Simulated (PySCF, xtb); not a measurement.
Al(OH)2 (AlH2O2), SMILES [OH][Al+][OH], charge +1. The values are those of a single conformer.

Harmonic wavenumbers (cm⁻¹) from xtb with GFN2-xTB at its own minimum, in rising order: 170, 276, 285, 324, 409, 769, 1163, 3472, 3487.

Task: What does B3LYP-D3(BJ)/def2-TZVP (PySCF) give at its own minimum? (The exact figures need the calculation; the answer reports its results.)

Result: 62, 181, 223, 234, 239, 847, 1242, 3908, 3915. Paired by order, the mean absolute difference is 172 cm⁻¹ and the zero-point energies are 14.8 and 15.5 kcal/mol.
